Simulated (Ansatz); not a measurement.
Geometry optimisation, UKS PBE0/6-31G in Ansatz 0.2.0.

input.yaml

```yaml
crystal:
  periodic: [false, false, false]
  atoms:
    - { symbol: O, position_ang: [-1.4636, 0.4528, 0.4369] }
    - { symbol: B, position_ang: [-0.3785, -0.3815, 0.1605] }
    - { symbol: S, position_ang: [0.8285, -0.7529, 1.5152] }
    - { symbol: S, position_ang: [-0.0665, -1.1176, -1.5519] }
    - { symbol: H, position_ang: [-1.1807, 1.3989, 0.1899] }
    - { symbol: H, position_ang: [1.6605, 0.3644, 1.1748] }
    - { symbol: H, position_ang: [0.6615, -0.0321, -1.9711] }
magnetization:
  spin_polarized: true
basis:
  gaussian: { orbitals: "6-31G" }
hamiltonian:
  xc: pbe0
relax:
  f_tol: 0.02
  max_steps: 40
output:
  orbitals: {}
```

Run as:

```bash
$ ansatz run input.yaml --threads 1 --pin off --max-ram 2048MiB --backend cpu --events-out ev --progress --plain --runs-dir out
```

Where does it end, and by what steps?

It converged. Limits of this set-up: no polarisation functions. After 14 steps the energy has fallen by 1.729 eV; H6 moved furthest, 1.33 Å.

| step | energy less start (eV) | largest force component (eV/Å) | accepted |
| --- | --- | --- | --- |
| 0 | 0.0000 | 1.494 | yes |
| 1 | -0.1737 | 1.857 | yes |
| 2 | -0.3542 | 2.659 | yes |
| 3 | -0.5829 | 2.049 | yes |
| 4 | -0.9442 | 0.904 | yes |
| 5 | -1.0683 | 0.722 | yes |
| 6 | -1.1970 | 1.092 | yes |
| 7 | -1.3794 | 0.899 | yes |
| 8 | -1.4957 | 1.157 | yes |
| 9 | -1.6456 | 0.489 | yes |
| 10 | -1.6871 | 0.551 | yes |
| 11 | -1.7168 | 0.244 | yes |
| 12 | -1.7274 | 0.069 | yes |
| 13 | -1.7286 | 0.025 | yes |
| 14 | -1.7289 | 0.004 | yes |

```xyz
7
Properties=species:S:1:pos:R:3
O -1.255 0.702 0.394
B -0.062 0.047 0.271
S 0.803 -0.304 1.856
S 0.711 -0.491 -1.333
H -1.799 0.937 -0.370
H 1.909 -0.932 1.342
H -0.246 -0.027 -2.205
```

Whether the end is a true minimum wasn't checked by a vibrational analysis.

Run time: 50 s on 1 thread of Arm Neoverse V2 (shared host), peak memory 0.15 GiB.
